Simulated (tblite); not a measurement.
Run record: tight-binding relaxation, `C#C[C@@H]1[SiH2][C@@H](F)[C@H]1[Se]C`.

Computed with GFN2-xTB geometry optimisation, gas phase (tblite 0.8.0). Start geometry: from a force field or distance geometry. The command runs a driver script over a list of jobs; the input below is this job's line of settings and its coordinates in Å.

Command:
```bash
OMP_NUM_THREADS=1 python probes_run.py task.json out
```

Input:
```
{"job": {"kind": "relax", "xc": "GFN2-xTB", "basis": "xTB"}, "charge": 0, "multiplicity": 1}
C     -1.557900     2.148000    -1.277100
C     -1.133900     1.074500    -0.979500
C     -0.583400    -0.249100    -0.594300
Si    -1.880200    -1.282400     0.234600
C     -0.579200    -1.073500     1.558100
F     -0.006000    -2.287300     1.874000
C      0.306600    -0.189100     0.646800
Se     2.089800    -0.949700     0.317400
C      2.678200     0.622600    -0.660600
H     -1.954600     3.098400    -1.540500
H     -0.136400    -0.771700    -1.463800
H     -1.938600    -2.663500    -0.284600
H     -3.122800    -0.555900     0.558600
H     -0.953500    -0.533200     2.441400
H      0.392400     0.839600     1.082900
H      3.722100     0.484300    -0.972100
H      2.037700     0.781600    -1.554100
H      2.611000     1.512800    -0.005400
```

Output:
```
step      E/eV     max force
  0    -733.34984    2.703
  1    -733.45683    3.929
  2    -733.52667    2.583
  3    -733.58921    0.584
  4    -733.62443    0.450
  5    -733.66611    0.744
  6    -733.67983    0.302
  7    -733.68669    0.160
  8    -733.69158    0.336
  9    -733.69738    0.344
... (111 lines left out)
121    -733.74053    0.018
122    -733.74060    0.020
123    -733.74067    0.021
124    -733.74072    0.017
125    -733.74078    0.018
126    -733.74083    0.017
127    -733.74087    0.012
128    -733.74090    0.010
129    -733.74092    0.010
130    -733.74094    0.009
```

«max force» is the largest atomic force in eV/Å.

Problem. From which step on does the largest force stay under 0.1 eV/Å, and how much energy is left to gain from there?

Solution. From step 19 (0.067 eV/Å), 21.1 meV above the end.

In short: energy lowered by 9.0 kcal/mol over 130 steps; largest atomic force 0.009 eV/Å at the end.

Problem. How long does this job take on an Arm Neoverse N1 with one thread (shared host)?

Solution. About 1.9 s.
Labels such as C1 count atoms from 1, the log's own numbers from 0.
